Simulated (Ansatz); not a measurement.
Calculation: B3LYP-D3(BJ)/def2-SVP in Ansatz (a quantum-chemistry and plane-wave program). No frequencies were computed at this level.

Ansatz 0.2 input:
```yaml
crystal:
  periodic: [false, false, false]
  atoms:
    - { symbol: B, position_ang: [1.953219, -0.100307, -0.087803] }
    - { symbol: C, position_ang: [0.430843, 0.025091, -0.013284] }
    - { symbol: C, position_ang: [-0.58141, -0.995177, -0.086028] }
    - { symbol: C, position_ang: [-1.784013, -0.387056, 0.025342] }
    - { symbol: O, position_ang: [-1.627589, 0.955822, 0.166692] }
    - { symbol: C, position_ang: [-0.316847, 1.167574, 0.139257] }
    - { symbol: F, position_ang: [0.067957, 2.426702, 0.263769] }
    - { symbol: H, position_ang: [2.61228, 0.860372, -0.012959] }
    - { symbol: H, position_ang: [2.436524, -1.155666, -0.211121] }
    - { symbol: H, position_ang: [-0.400547, -2.043162, -0.206645] }
    - { symbol: H, position_ang: [-2.790417, -0.754192, 0.02278] }
basis:
  gaussian: { orbitals: def2-svp }
hamiltonian:
  xc: b3lyp
  dispersion: d3bj
relax:
  max_steps: 150
```

Output:

```
Functional definition: B3LYP
1338 factors; integrals over basis functions are off by at most 4.0e-4 eV
mean field evaluation 1: about -9637.8877 eV, gradient 5.2e1 eV
mean field evaluation 2: about -9630.3566 eV, gradient 7.5e1 eV
mean field evaluation 4: about -9644.6582 eV, gradient 5.6e0 eV
mean field evaluation 8: about -9644.7757 eV, gradient 6.0e-1 eV
mean field evaluation 16: about -9644.7765 eV, gradient 7.9e-5 eV
mean field -9644.77653948 eV, -354.4390003615 hartree, gradient 7.9e-5 eV, S^2 0.000000; 0 other end points of the search recorded, 0 dependent functions left out
reference -9644.77677390 eV, -354.4390089762 hartree; 25, 25 occupied and 93, 93 virtual orbitals, 1338 factors
relax step   1: F+E_penalty+E_count = -9645.18937152 eV  Δ(F+E_penalty+E_count) = +0.000e0 eV  max|allowed force component| = 1.173e0 eV/Å  Δτ_max = 0.0000 Å  (28 SCF iters, accepted)
these checks for a lower state are left out or cut short: starts, cluster_reference, orbital_swaps, neighbouring_geometries, increment
1338 factors; integrals over basis functions are off by at most 4.0e-4 eV
mean field -9644.84695915 eV, -354.4415882367 hartree, gradient 7.3e-6 eV, S^2 0.000000; 0 other end points of the search recorded, 0 dependent functions left out
reference -9644.84719553 eV, -354.4415969236 hartree; 25, 25 occupied and 93, 93 virtual orbitals, 1338 factors
relax step   2: F+E_penalty+E_count = -9645.26107845 eV  Δ(F+E_penalty+E_count) = -7.171e-2 eV  max|allowed force component| = 5.488e-1 eV/Å  Δτ_max = 0.0338 Å  (33 SCF iters, accepted)
these checks for a lower state are left out or cut short: starts, cluster_reference, orbital_swaps, neighbouring_geometries, increment
1338 factors; integrals over basis functions are off by at most 4.2e-4 eV
mean field evaluation 32: about -9644.8557 eV, gradient 7.4e-6 eV
mean field -9644.85565361 eV, -354.4419077523 hartree, gradient 7.4e-6 eV, S^2 0.000000; 0 other end points of the search recorded, 0 dependent functions left out
reference -9644.85589100 eV, -354.4419164762 hartree; 25, 25 occupied and 93, 93 virtual orbitals, 1338 factors
relax step   3: F+E_penalty+E_count = -9645.27052528 eV  Δ(F+E_penalty+E_count) = -9.447e-3 eV  max|allowed force component| = 2.602e-1 eV/Å  Δτ_max = 0.0242 Å  (33 SCF iters, accepted)
these checks for a lower state are left out or cut short: starts, cluster_reference, orbital_swaps, neighbouring_geometries, increment
1338 factors; integrals over basis functions are off by at most 4.1e-4 eV
mean field -9644.85852044 eV, -354.4420131063 hartree, gradient 7.4e-6 eV, S^2 0.000000; 0 other end points of the search recorded, 0 dependent functions left out
reference -9644.85875794 eV, -354.4420218342 hartree; 25, 25 occupied and 93, 93 virtual orbitals, 1338 factors
relax step   4: F+E_penalty+E_count = -9645.27352229 eV  Δ(F+E_penalty+E_count) = -2.997e-3 eV  max|allowed force component| = 1.037e-1 eV/Å  Δτ_max = 0.0250 Å  (33 SCF iters, accepted)
these checks for a lower state are left out or cut short: starts, cluster_reference, orbital_swaps, neighbouring_geometries, increment
1338 factors; integrals over basis functions are off by at most 4.1e-4 eV
mean field -9644.85930298 eV, -354.4420418639 hartree, gradient 2.4e-5 eV, S^2 0.000000; 0 other end points of the search recorded, 0 dependent functions left out
reference -9644.85954031 eV, -354.4420505857 hartree; 25, 25 occupied and 93, 93 virtual orbitals, 1338 factors
relax step   5: F+E_penalty+E_count = -9645.27426716 eV  Δ(F+E_penalty+E_count) = -7.449e-4 eV  max|allowed force component| = 5.870e-2 eV/Å  Δτ_max = 0.0071 Å  (24 SCF iters, accepted)
these checks for a lower state are left out or cut short: starts, cluster_reference, orbital_swaps, neighbouring_geometries, increment
1338 factors; integrals over basis functions are off by at most 4.1e-4 eV
mean field -9644.85940791 eV, -354.4420457203 hartree, gradient 1.0e-5 eV, S^2 0.000000; 0 other end points of the search recorded, 0 dependent functions left out
reference -9644.85964521 eV, -354.4420544407 hartree; 25, 25 occupied and 93, 93 virtual orbitals, 1338 factors
relax step   6: F+E_penalty+E_count = -9645.27437942 eV  Δ(F+E_penalty+E_count) = -1.123e-4 eV  max|allowed force component| = 2.822e-2 eV/Å  Δτ_max = 0.0021 Å  (24 SCF iters, accepted)
these checks for a lower state are left out or cut short: starts, cluster_reference, orbital_swaps, neighbouring_geometries, increment
1338 factors; integrals over basis functions are off by at most 4.1e-4 eV
mean field -9644.85943806 eV, -354.4420468282 hartree, gradient 6.2e-5 eV, S^2 0.000000; 0 other end points of the search recorded, 0 dependent functions left out
reference -9644.85967534 eV, -354.4420555481 hartree; 25, 25 occupied and 93, 93 virtual orbitals, 1338 factors
relax step   7: F+E_penalty+E_count = -9645.27442085 eV  Δ(F+E_penalty+E_count) = -4.143e-5 eV  max|allowed force component| = 4.729e-3 eV/Å  Δτ_max = 0.0025 Å  (21 SCF iters, accepted)
1338 factors; integrals over basis functions are off by at most 4.1e-4 eV
mean field evaluation 64: about -9644.8044 eV, gradient 5.5e-1 eV
mean field -9644.85943806 eV, -354.4420468282 hartree, gradient 6.2e-5 eV, S^2 0.000000; 1 other end points of the search recorded, 0 dependent functions left out
reference -9644.85967534 eV, -354.4420555481 hartree; 25, 25 occupied and 93, 93 virtual orbitals, 1338 factors
Total energy: -9645.27465813 eV, -354.4573058843 hartree
Atom 0 at     1.951943    -0.089034    -0.084192 Å, force     0.001448    -0.002221     0.002769 eV/Å
Atom 1 at     0.437380     0.017738    -0.015283 Å, force    -0.004599    -0.000557    -0.000075 eV/Å
Atom 2 at    -0.593362    -1.010925    -0.087177 Å, force     0.002256    -0.001254    -0.000698 eV/Å
Atom 3 at    -1.797781    -0.400486     0.025345 Å, force    -0.000689     0.000831     0.000530 eV/Å
Atom 4 at    -1.614231     0.967554     0.166744 Å, force     0.000221    -0.002005    -0.001730 eV/Å
Atom 5 at    -0.306569     1.172505     0.138483 Å, force    -0.001201     0.004729     0.000894 eV/Å
Atom 6 at     0.060157     2.418383     0.259267 Å, force     0.002573    -0.001293     0.000273 eV/Å
Atom 7 at     2.635002     0.901075    -0.002447 Å, force    -0.000896     0.003258    -0.000900 eV/Å
Atom 8 at     2.476486    -1.166901    -0.220036 Å, force     0.002790    -0.001025    -0.001608 eV/Å
Atom 9 at    -0.417835    -2.077697    -0.209704 Å, force    -0.000255    -0.001348     0.000082 eV/Å
Atom 10 at    -2.831190    -0.732211     0.029000 Å, force    -0.001648     0.000884     0.000464 eV/Å
Dipole moment:    -0.345704    -0.217548    -0.010525 e Å
```

Cost: about 70 core-seconds (a rough figure).
